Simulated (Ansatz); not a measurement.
One change: `FC(Cl)C(F)(F)F` becomes `FC(F)C(F)(F)F`.

Ansatz, PBE0-D4/def2-TZVP geometries, multiplicity 1. 

```tsv
property	`FC(Cl)C(F)(F)F`
HOMO–LUMO gap (PBE/def2-TZVPP) / eV	6.96
HOMO–LUMO gap (B3LYP/def2-TZVPP) / eV	9.07
LUMO energy (ωB97M-V/def2-TZVPP) / eV	2.35
LUMO energy (PBE/def2-TZVPP) / eV	-0.98
HOMO–LUMO gap (ωB97M-V/def2-TZVPP) / eV	14.16
HOMO–LUMO gap (PBE0/def2-TZVPP) / eV	9.64
```

Problem. What does the change do to each property? (Best estimate.)

Solution. Computed: 
```tsv
property	`FC(F)C(F)(F)F`	shift
HOMO–LUMO gap (PBE/def2-TZVPP) / eV	9.13	2.17
HOMO–LUMO gap (B3LYP/def2-TZVPP) / eV	11.37	2.30
LUMO energy (ωB97M-V/def2-TZVPP) / eV	3.04	0.69
LUMO energy (PBE/def2-TZVPP) / eV	0.50	1.48
HOMO–LUMO gap (ωB97M-V/def2-TZVPP) / eV	15.96	1.80
HOMO–LUMO gap (PBE0/def2-TZVPP) / eV	11.96	2.32
```

With PBE0 the HOMO falls by 1.02 eV and the LUMO rises by 1.31 eV, so the gap widens by about 2.33 eV. PBE moves the HOMO by -0.69 eV and ωB97M-V by -1.11 eV.

B3LYP here is the variant with VWN-RPA as its local correlation; programs differ in this.
